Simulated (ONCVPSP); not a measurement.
**What one change does to a pseudopotential (Bi (Z = 83), ONCV)**

ONCVPSP 4.0.1 input, shortened (lines: element, Z, core and valence counts, functional; n l f; lmax; l rc ep ncon nbas qcut; lloc lpopt rc5 dvloc0; l nproj debl; icmod fcfact rcfact), PBE, scalar-relativistic:

```
  Bi 83.00   13    2        4      upf
    1    0    2.00
    2    0    2.00
    2    1    6.00
    3    0    2.00
    3    1    6.00
    3    2   10.00
    4    0    2.00
    4    1    6.00
    4    2   10.00
    4    3   14.00
    5    0    2.00
    5    1    6.00
    5    2   10.00
    6    0    1.75
    6    1    3.25
    1
    0    1.55    0.00    3    6    3.80
    1    2.60    0.00    5    9    3.10
    4    4    1.05    0.00
    0    3    3.00
    1    2    0.40
    3    3.25    1.30
```

All-electron outer shells of the reference configuration (PBE, scalar-relativistic, ld1.x):

```csv
shell,level (eV),outermost node (bohr),outermost maximum (bohr)
5p,-96.30,0.48,0.86
5d,-27.50,0.51,1.03
6s,-14.74,0.98,1.86
6p,-4.74,1.14,2.44
```

Change: local potential polynomial inside 1.05 bohr (lpopt 4, dvloc0 6 Ha).

Cutoffs: the cutoffs (Ha) at which the residual kinetic energy of the hardest occupied pseudo-wave falls to 1 and 0.1 mHa per electron; they do not see the model core or the augmentation charge, which bear on the density cutoff. Errors are all-electron minus pseudo energies relative to the spin-unpolarised reference configuration.

Q: What does the change do?

A: The potential gets neither clearly harder nor softer (38 Ha and 49 Ha → 38 Ha and 49 Ha); the bound ghosts move from p, s to s; the lowest positive-energy flag moves from s at 143.2 eV to p at 16.9 eV; the errors of the 4 common tests hardly move. In the separable form a ghost depends on how the local part lies against the semilocal potential of the channel, so the choice of the local part can create or remove one.

```tsv
quantity	base	changed
cutoff, loose	38 Ha	38 Ha
cutoff, tight	49 Ha	49 Ha
bound ghosts	s, p	s
GHOST(+) flags under 300 eV	s at 143.2 eV	p at 16.9 eV
error for 6s2 6p3, meV [ΔE -2.49 eV]	+0.2	+0.2
error for 6s2 6p2, meV [ΔE 5.43 eV]	-3.7	-3.6
error for 6s2 6p1, meV [ΔE 20.67 eV]	-45	-45
error for 6s2 6p2.5, meV [ΔE 0.61 eV]	+0.5	+0.5
s: phases at 1.57 bohr within 0.05 rad from the reference energy up to (Ha; the scan ends near 5)	to the end of the scan	to the end of the scan
p: phases at 2.65 bohr within 0.05 rad from the reference energy up to (Ha; the scan ends near 5)	2.2	2.5
rms error of d²Exc/dni dnj with the model core, mHa	2.83	2.82
```

 A true bound ghost makes a file unfit for plane-wave use even where its test errors are small: the radial tests pick states by their node count and pass the ghost by.
